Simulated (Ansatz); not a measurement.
Start from `[SiH3][SiH2][SeH]` and change one element to get `[SiH3][SiH2]S`.

Ansatz, PBE0-D4/def2-TZVP geometries, multiplicity 1. Each molecule was computed in one conformer, which needn't be the lowest.

Scalar relativity is left out up to krypton.

```tsv
property	`[SiH3][SiH2][SeH]`
LUMO energy (B3LYP/def2-TZVPP) / eV	-0.72
zero-point energy (PBE0-D4/def2-TZVP) / kJ/mol	131.0
HOMO–LUMO gap (PBE0/def2-TZVPP) / eV	6.45
HOMO energy (PBE/def2-TZVPP) / eV	-5.88
LUMO energy (PBE/def2-TZVPP) / eV	-1.37
HOMO–LUMO gap (ωB97M-V/def2-TZVPP) / eV	10.31
```

(1) Give the same properties after the change, and the shifts. (Best estimate.)

Answers

(1) Ansatz gave: 
```
                                      property  `[SiH3][SiH2]S`  shift
           LUMO energy (B3LYP/def2-TZVPP) / eV            -0.59   0.13
zero-point energy (PBE0-D4/def2-TZVP) / kJ/mol            134.0    3.0
          HOMO–LUMO gap (PBE0/def2-TZVPP) / eV             7.10   0.65
             HOMO energy (PBE/def2-TZVPP) / eV            -6.27  -0.39
             LUMO energy (PBE/def2-TZVPP) / eV            -1.24   0.13
       HOMO–LUMO gap (ωB97M-V/def2-TZVPP) / eV            11.04   0.73
```

With PBE0 the HOMO falls by 0.51 eV and the LUMO rises by 0.15 eV, so the gap widens by about 0.66 eV. PBE moves the HOMO by -0.39 eV and ωB97M-V by -0.60 eV.

B3LYP here is the variant with VWN-RPA as its local correlation; programs differ in this.

Spin–orbit coupling is left out; it splits and shifts lone-pair levels of the heavy atoms by tenths of an eV.
